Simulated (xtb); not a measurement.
C2H5ClOSi, SMILES C=CO[SiH2]Cl. All values are semi-empirical tight-binding results from xtb (GFN2-xTB unless named), good for trends rather than for accurate numbers. Coordinates come from a GFN2-xTB optimisation. This is a generated structure with no PubChem entry under its InChIKey; it may be hypothetical. Other conformers were not sampled.

```yaml
point_group_as_xtb_finds_it: Cs
orbital_gap: 5.12 eV
dipole_moment: 2.72 D
zero_point_energy: 39.8 kcal/mol
G − E(el) at 298.15 K (modified RRHO): 19.8 kcal/mol
static polarisability (D4 model): 72.4 bohr³
solvation energy, GFN2-xTB/ALPB(water): -0.7 kcal/mol
solvation energy, GFN2-xTB/ALPB(hexane): -3.8 kcal/mol
```
